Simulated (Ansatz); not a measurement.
Two structures, one formula

The two ends of one reaction step of GeH6SeS, closed shell (PBE0-D4/def2-TZVP).

A:

Ge1  (-1.219, -0.589, -0.400)
S2  (1.614, 2.280, -0.091)
H3  (-2.177, -1.758, -0.674)
H4  (-1.977, 0.739, -0.351)
H5  (-0.104, -0.558, -1.453)
H6  (1.339, 1.260, 0.746)
Se7  (-0.274, -0.829, 1.755)
H8  (2.320, 1.490, -0.913)
H9  (0.479, -2.034, 1.381)
(Å)

B:

```xyz
9
angstrom
Ge -0.8177 0.2065 -1.1408
S 0.9294 1.4940 -0.6192
H -0.5229 -1.2496 -0.7568
H -1.9783 0.7754 -0.3211
H -1.1025 0.3114 -2.6472
H 0.8183 0.1737 1.7550
Se 0.1925 -0.6166 2.8286
H 1.8134 0.7742 -1.3294
H 0.6678 -1.8690 2.2309
```

Computed with Ansatz 0.2.0 (basis: def2-TZVPP); correlated methods freeze the cores. Filled d shells of the heavier atoms are correlated. The def2 sets are not built for correlating such inner shells, so the correlated values are less sure here. B3LYP uses VWN-RPA correlation.

(1) Which structure is lower at CCSD(T), and by how much? (Judge from chemistry; the value comes from the calculation.)

T1 diagnostic: at most 0.010.

Answers

(1) The calculation gives: A, by 0.137 eV (electronic energy, against the other). By their contacts, A is a complex of GeH₄Se ([GeH3][SeH]) + H₂S and B is a complex of GeH₄S ([SH][GeH3]) + H₂Se.

All methods give the same order:

| method | E(B) − E(A) (eV) |
| --- | --- |
| SPW92 | 0.120 |
| PBE-D4 | 0.135 |
| BLYP-D4 | 0.136 |
| r2SCAN-D4 | 0.132 |
| B97M-V | 0.093 |
| PBE0-D4 | 0.142 |
| B3LYP-D4 | 0.142 |
| r2SCAN0-D4 | 0.142 |
| BHLYP-D4 | 0.153 |
| CAM-B3LYP-D4 | 0.132 |
| wB97X-V | 0.132 |
| wB97M-V | 0.137 |
| B2PLYP | 0.140 |
| PBE-QIDH | 0.144 |
| RPA on PBE | 0.131 |
| HF | 0.151 |
| MP2 | 0.144 |
| CCSD | 0.142 |
| CCSD(T) | 0.137 |

Labels in which every atom is bracketed show which atoms are joined, not bond orders.

For scale, one of the runs: CCSD(T)/def2-TZVPP, 222 basis functions, launched by `ansatz run in.yaml --threads 8 --pin off --events-out ev --progress --plain --max-ram 19148MiB`. Hardware: 8 CPU threads of a Oxide Virtual Turin-like, shared host. Wall time 64 s; peak host memory 3.4 GiB.
